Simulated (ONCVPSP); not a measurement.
**Configuration tests for Cl (Z = 17) (ONCV)**

- Element: chlorine
- Generator: ONCVPSP 4.0.1
- Type: optimised norm-conserving Vanderbilt (ONCV)
- Functional: Wu-Cohen
- Relativity: scalar-relativistic
- Frozen core: [Ne]
- Valence charge: 7
- Reference configuration: 3s2 3p5
- Partial waves: 3s: rc 1.10 bohr, ncon 5, nbas 8, qcut 7.2 1/bohr, 3 projectors, debl 0.6 Ha; 3p: rc 1.50 bohr, ncon 3, nbas 7, qcut 6.3 1/bohr, 2 projectors, debl 2.9 Ha
- Local potential: polynomial inside 1.05 bohr (lpopt 5, dvloc0 -1 Ha)
- Core correction: polynomial model core, fcfact 0.7

In the s channel the program set the typed energies aside and used -0.758, 0.250, 0.850 Ha.

Energies are relative to the spin-unpolarised reference configuration 3s2 3p5; without spin polarisation the order of configurations can differ from experiment.

**Question.** Give the all-electron excitation energy and the error of the potential for: 3s2 3p4; 3s2 3p3; 3s2 3p2; 3s2 3p4.5.

**Answer.**

```csv
valence configuration,charge,ΔE all-electron (eV),error AE − PS (meV)
3s2 3p4,+1,13.852,+0.7
3s2 3p3,+2,39.283,+9.3
3s2 3p2,+3,77.588,+39
3s2 3p4.5,+0.5,5.570,-0.1
```

Levels in the configuration 3s2 3p4:

```tsv
level	all-electron (eV)	pseudo (eV)
3s	-32.041	-32.037
3p	-19.406	-19.401
```

Note: ghosts flagged at negative energy: s at -261.7 eV; GHOST(+) flagged for s at 162.1 eV. A true bound ghost makes a file unfit for plane-wave use.
